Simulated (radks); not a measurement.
The numbers below are computed, except where a source is named.
All-electron atom: the lead ion Pb12+ in [Xe] 4f14 5d2 (the NIST ground configuration). Code: a radial shooting solver on a logarithmic mesh with Libxc functionals. Model: scalar-relativistic Kohn-Sham, r2SCAN, spin-polarised, spherical densities, finite nucleus; open shells are filled with parallel spins first (spin-orbit coupling, left out, can overturn this in heavy ions); meta-GGA in the generalised Kohn-Sham scheme; Fermi nuclear charge, rms radius 5.5012 fm.

Radial electron density D(r) = 4 pi r^2 rho(r):

| r (bohr) | D(r) (e/bohr) | spin D(r) |
|---|---|---|
| 0.0022 | 35.96 | -0.000317 |
| 0.002541 | 42.81 | -0.000374 |
| 0.002935 | 50.50 | -0.000437 |
| 0.003362 | 58.50 | -0.000502 |
| 0.003883 | 67.58 | -0.000574 |
| 0.004485 | 77.05 | -0.000648 |
| 0.005179 | 86.53 | -0.000721 |
| 0.005934 | 95.05 | -0.000788 |
| 0.006853 | 103.0 | -0.000853 |
| 0.007914 | 109.4 | -0.000913 |
| 0.00914 | 113.4 | -0.000971 |
| 0.01056 | 114.8 | -0.00103 |
| 0.01209 | 113.7 | -0.00108 |
| 0.01397 | 110.4 | -0.00113 |
| 0.01613 | 106.1 | -0.00109 |
| 0.01863 | 102.5 | -0.000798 |
| 0.02134 | 101.7 | 0.0000434 |
| 0.02465 | 105.3 | 0.00223 |
| 0.02846 | 114.1 | 0.00703 |
| 0.03287 | 127.2 | 0.0165 |
| 0.03796 | 141.5 | 0.0336 |
| 0.04349 | 151.9 | 0.0599 |
| 0.05023 | 155.5 | 0.102 |
| 0.05801 | 149.9 | 0.160 |
| 0.067 | 137.6 | 0.230 |
| 0.07676 | 126.0 | 0.298 |
| 0.08864 | 120.8 | 0.352 |
| 0.1024 | 126.5 | 0.361 |
| 0.1182 | 138.5 | 0.305 |
| 0.1365 | 145.9 | 0.185 |
| 0.1564 | 139.8 | 0.0550 |
| 0.1807 | 119.2 | -0.0209 |
| 0.2086 | 95.34 | 0.0481 |
| 0.241 | 82.30 | 0.280 |
| 0.2761 | 84.61 | 0.560 |
| 0.3188 | 94.12 | 0.731 |
| 0.3682 | 96.77 | 0.626 |
| 0.4252 | 85.42 | 0.286 |
| 0.4911 | 64.84 | -0.0136 |
| 0.5626 | 45.95 | 0.0491 |
| 0.6498 | 32.47 | 0.642 |
| 0.7504 | 25.18 | 1.58 |
| 0.8667 | 20.16 | 2.41 |
| 0.9929 | 15.07 | 2.68 |
| 1.147 | 9.384 | 2.31 |
| 1.324 | 4.729 | 1.54 |
| 1.529 | 1.879 | 0.787 |
| 1.766 | 0.5769 | 0.304 |
| 2.024 | 0.1464 | 0.0929 |
| 2.337 | 0.02540 | 0.0189 |
| 2.699 | 0.003101 | 0.00260 |
| 3.117 | 0.0002514 | 0.000228 |

D(r) has 4 maxima, at r = 0.0106, 0.0494, 0.138, 0.354 bohr, and minima at 0.0207, 0.0886, 0.251 bohr, inside which lie 1.88, 11.00, 30.04 electrons.
